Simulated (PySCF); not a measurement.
## V (vanadium, neutral) across methods

[Ar] 3d2 4s2 4p1, one real determinant (an excited configuration). Calculation: PySCF 2.14, in def2-TZVPPD (6s6p4d2f1g, 67 functions); the non-relativistic Hamiltonian (point nucleus).

| method | E (hartree) | mean ε 4s α (eV) | mean ε 4s β (eV) | mean ε 4p α (eV) | Σ⟨r²⟩ (bohr²) | ⟨S²⟩ |
| --- | --- | --- | --- | --- | --- | --- |
| TPSS | -943.679 | -6.857 | -5.787 | -3.063 | 53.41 | 3.758 |
| HSE06 | -943.469 | -7.284 | -6.194 | -3.282 | 53.64 | 3.758 |
| r2SCANh | -943.605 | -7.277 | -6.194 | -3.401 | 53.69 | 3.765 |
| PBE0 | -943.448 | -7.652 | -6.560 | -3.663 | 53.65 | 3.759 |
| r2SCAN0 | -943.604 | -7.769 | -6.600 | -3.779 | 53.75 | 3.767 |
| PBE | -943.403 | -6.770 | -5.872 | -2.958 | 53.66 | 3.756 |
| UHF | -942.66846 | -9.585 | -7.769 | -4.791 | 56.04 | 3.889 |
| r2SCAN | -943.606 | -6.948 | -5.925 | -3.148 | 53.65 | 3.765 |

Estimate the same row for LDA.

E (hartree) = -941.468; mean ε 4s α (eV) = -6.921; mean ε 4s β (eV) = -6.038; mean ε 4p α (eV) = -2.929; Σ⟨r²⟩ (bohr²) = 53.39; ⟨S²⟩ = 3.753.

⟨L²⟩ = 14.01 against 20 for a pure G term, so this real determinant mixes terms.
